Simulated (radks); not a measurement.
Species: Se2+. Configuration: [Ar] 3d10 4s2 4p2. Calculated with a radial shooting solver on a logarithmic mesh with Libxc functionals: non-relativistic Kohn-Sham, PBEsol, spin-polarised, spherical densities, point nucleus; open shells are filled with parallel spins first.

Normalised radial functions P(r) = r R(r), r in bohr:

| r | 3p up | 3d up | 4p up |
|---|---|---|---|
| 0.003418 | 0.0048 | 0.0000 | 0.0014 |
| 0.004522 | 0.0082 | 0.0001 | 0.0025 |
| 0.005984 | 0.0141 | 0.0001 | 0.0042 |
| 0.007917 | 0.0239 | 0.0003 | 0.0072 |
| 0.01056 | 0.0406 | 0.0006 | 0.0122 |
| 0.01397 | 0.0670 | 0.0014 | 0.0202 |
| 0.01849 | 0.1087 | 0.0031 | 0.0327 |
| 0.02446 | 0.1719 | 0.0067 | 0.0517 |
| 0.03236 | 0.2630 | 0.0144 | 0.0791 |
| 0.04282 | 0.3850 | 0.0298 | 0.1156 |
| 0.05666 | 0.5305 | 0.0599 | 0.1590 |
| 0.07497 | 0.6722 | 0.1156 | 0.2006 |
| 0.09919 | 0.7534 | 0.2118 | 0.2229 |
| 0.1312 | 0.6898 | 0.3642 | 0.1997 |
| 0.1736 | 0.4006 | 0.5793 | 0.1066 |
| 0.2298 | -0.1257 | 0.8387 | -0.0573 |
| 0.3064 | -0.7818 | 1.0929 | -0.2496 |
| 0.4055 | -1.2752 | 1.2410 | -0.3617 |
| 0.5365 | -1.3966 | 1.2188 | -0.3033 |
| 0.7098 | -1.1302 | 1.0234 | -0.0523 |
| 0.9392 | -0.6819 | 0.7249 | 0.3104 |
| 1.243 | -0.2981 | 0.4236 | 0.6382 |
| 1.644 | -0.0890 | 0.1965 | 0.7906 |
| 2.176 | -0.0164 | 0.0672 | 0.7018 |
| 2.879 | -0.0016 | 0.0153 | 0.4460 |
| 3.809 | -0.0001 | 0.0020 | 0.1956 |
| 5.039 | 0.0000 | 0.0001 | 0.0550 |
| 6.668 | 0.0000 | 0.0000 | 0.0086 |
| 8.822 | 0.0000 | 0.0000 | 0.0006 |

3p up: eigenvalue -173.82 eV, 1 radial node at r = 0.217 bohr, <r> = 0.595 bohr, 90 % of the charge inside 0.910 bohr. 3d up: eigenvalue -77.107 eV, 0 radial nodes, <r> = 0.627 bohr, 90 % of the charge inside 1.04 bohr. 4p up: eigenvalue -26.355 eV, 2 radial nodes at r = 0.210, 0.741 bohr, <r> = 1.98 bohr, 90 % of the charge inside 2.94 bohr.
